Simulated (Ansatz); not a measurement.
Relaxation of a periodic cell of 17 atoms, TiSi16 (host Si, host structure diamond, interstitial Ti), to a largest force component of 0.03 eV/Å in at most 60 steps.

All numbers below come from DFT PBEsol, scalar-relativistic, plane waves, PAW (Ansatz 0.2.0). Settings: PAW set soft_1, cutoff 420 eV, k mesh 2x2x2, fermi-dirac smearing 0.02 eV, no spin polarisation.

```xyz
17
Lattice="0.0000 5.4300 5.4300 5.4300 0.0000 5.4300 5.4300 5.4300 0.0000" Properties=species:S:1:pos:R:3:forces:R:3
Si 0.000 0.000 0.000 -0.02 -0.75 0.02
Si 1.357 1.357 1.357 1.21 -1.14 1.17
Si 2.715 2.715 0.000 0.52 -0.01 -0.03
Si 4.072 4.072 1.357 -0.27 0.25 0.27
Si 2.715 0.000 2.715 -0.01 -0.02 0.01
Si 4.072 1.357 4.072 -1.19 -1.16 -1.22
Si 5.430 2.715 2.715 0.03 -0.01 -0.53
Si 6.787 4.072 4.072 0.69 0.70 -0.69
Si 0.000 2.715 2.715 -0.04 -0.03 0.62
Si 1.357 4.072 4.072 0.28 0.27 -0.28
Si 2.715 5.430 2.715 0.01 0.02 -0.01
Si 4.072 6.787 4.072 -0.26 -0.26 -0.25
Si 2.715 2.715 5.430 -0.63 -0.03 0.04
Si 4.072 4.072 6.787 -0.89 0.94 0.89
Si 5.430 5.430 5.430 0.00 0.43 0.00
Si 6.787 6.787 6.787 0.25 -0.26 0.26
Ti 5.407 2.650 5.450 0.34 1.08 -0.30
```

Problem. Where does it end, and by what steps?

Solution. It converged. Limits of this set-up: coarse k mesh, PAW files made for another functional, a small cell, in which the defect meets its images. After 3 steps the energy has fallen by 0.389 eV; Si2 moved furthest, 0.08 Å.

| step | energy less start (eV) | largest force component (eV/Å) | accepted |
| --- | --- | --- | --- |
| 0 | 0.0000 | 1.224 | yes |
| 1 | -0.3639 | 0.342 | yes |
| 2 | -0.3887 | 0.040 | yes |
| 3 | -0.3893 | 0.006 | yes |

```xyz
17
Lattice="0.0000 5.4300 5.4300 5.4300 0.0000 5.4300 5.4300 5.4300 0.0000" Properties=species:S:1:pos:R:3
Si -0.001 -0.035 0.001
Si 1.400 1.311 1.402
Si 2.746 2.711 0.001
Si 4.055 4.085 1.375
Si 2.713 -0.003 2.717
Si 4.028 1.311 4.030
Si 5.429 2.711 2.684
Si 6.829 4.111 4.030
Si -0.002 2.711 2.748
Si 1.372 4.085 4.057
Si 2.714 5.425 2.716
Si 4.055 6.767 4.057
Si 2.682 2.711 5.432
Si 4.027 4.113 6.833
Si 5.428 5.458 5.432
Si 6.803 6.767 6.805
Ti 5.428 2.712 5.432
```

Time of the run: 33 s on 1 thread of Arm Neoverse V1 (shared host), peak memory 0.56 GiB.
